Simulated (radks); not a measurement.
Results of a calculation; reference values are marked as such.
Charge is removed step by step from the 4s1/2 level of the arsenic ion As3+, starting from [Ar] 3d10 4s2. Code: a radial shooting solver on a logarithmic mesh with Libxc functionals. Model: Dirac Kohn-Sham, LDA (Slater exchange, Perdew-Wang correlation), spin-unpolarised, spherical densities, finite nucleus; Fermi nuclear charge, rms radius 4.0968 fm.

removed (e)  E - E(0) (eV)  eigenvalue (eV)  E minus straight line (eV)
0                    0.000          -44.855                       0.000
0.1                  4.547          -46.092                      -0.564
0.2                  9.219          -47.335                      -1.004
0.3                 14.015          -48.583                      -1.319
0.4                 18.935          -49.836                      -1.509
0.5                 23.982          -51.094                      -1.574
0.6                 29.154          -52.355                      -1.512
0.7                 34.453          -53.621                      -1.324
0.8                 39.879          -54.889                      -1.010
0.9                 45.431          -56.161                      -0.569
1                   51.111          -57.435                       0.000

Removing the whole electron costs 51.111 eV by Delta-SCF, against 44.855 eV from minus the eigenvalue at the starting occupation. Slater's transition state (half an electron removed) gives 51.094 eV. Integrating minus the eigenvalue over the occupation (Janak's theorem) gives 51.111 eV. The mean slope of the eigenvalue, de/dn, is 12.6 eV per electron. Ionisation energy of As3+ in the NIST Atomic Spectra Database: 50.2 eV (measured).

Beside tabulated values, note that spin-unpolarised runs miss the spin-polarisation part of the exchange energy of open shells.
